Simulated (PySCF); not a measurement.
**Which determinant of WO lies lowest?**

Unrestricted PBE0; PySCF, scalar-relativistic core potentials, basis sets W def2-TZVPPD with ECP60, O def2-TZVPPD. Outer shells of the fragments: W 5d4 6s2; O 2s2 2p4.

Followed along the bond (rough minima from three points):

```json
{"2Ms+1": "3", "unpaired": "δ ↑↑", "⟨S²⟩ at the start": "2.23", "R at minimum (Å)": "1.65", "Te (eV)": "0.00"}
{"2Ms+1": "1", "unpaired": "δ ↑↓", "⟨S²⟩ at the start": "1.00", "R at minimum (Å)": "1.65", "Te (eV)": "0.28"}
{"2Ms+1": "5", "unpaired": "σ ↑, π ↑, δ ↑↑", "⟨S²⟩ at the start": "6.12", "R at minimum (Å)": "1.70", "Te (eV)": "0.50"}
{"2Ms+1": "3", "unpaired": "π ↑, δ ↑", "⟨S²⟩ at the start": "2.87", "R at minimum (Å)": "1.70", "Te (eV)": "1.47"}
{"2Ms+1": "3", "unpaired": "σ ↑, π ↓, δ ↑↑", "⟨S²⟩ at the start": "3.06", "R at minimum (Å)": "1.71", "Te (eV)": "1.52"}
{"2Ms+1": "5", "unpaired": "σ ↑↑, δ ↑↑", "⟨S²⟩ at the start": "6.18", "R at minimum (Å)": "1.72", "Te (eV)": "1.63"}
```

Solutions found at the starting distance of 1.885 Å, counted from the lowest of them; the search is not exhaustive and high or unbound solutions are not listed, so other states can lie among these:

```
2Ms+1        unpaired   term  E (eV)  ⟨S²⟩  ⟨Lz²⟩  μ (D)
    5  σ ↑, π ↑, δ ↑↑     ⁵Π    0.00  6.12   1.02  -4.51
    3            δ ↑↑    ³Σ⁻    0.16  2.23   0.00  -3.07
    1            δ ↑↓  mixed    0.52  1.00   8.02  -3.73
    5      σ ↑↑, δ ↑↑    ⁵Σ⁻    0.99  6.18   0.00  -1.72
    3        π ↑, δ ↑  mixed    1.01  2.87   5.02  -4.36
    3  σ ↑, π ↓, δ ↑↑  mixed    1.03  3.06   1.02  -4.68
    3        σ ↑, δ ↑     ³Δ    1.21  2.05   4.01  -4.83
    1            none  mixed    1.25  0.00   8.00  -3.71
    5  σ ↑, π ↑↑, δ ↑     ⁵Δ    1.50  6.02   4.00  -4.35
    1        π ↓, δ ↑  mixed    1.55  1.06   5.12  -3.64
    1        π ↓, δ ↑  mixed    1.58  1.05   5.09  -3.62
    1  σ ↓, π ↑, δ ↑↓  mixed    1.61  1.98   8.94  -4.72
    3  σ ↓, π ↑, δ ↑↑  mixed    1.63  3.01   1.09  -4.40
    1  σ ↑, π ↓, δ ↑↓  mixed    1.64  2.01   9.02  -4.70
```

A term symbol is given only where ⟨S²⟩ and ⟨Lz²⟩ are close to those of a pure state; real π, δ and φ orbitals otherwise mix terms. A positive dipole means W(−)O(+).

Spin–orbit coupling is left out. The state is the lowest single determinant that the PBE0 search found; with open d or f shells the true ground state can be another one.
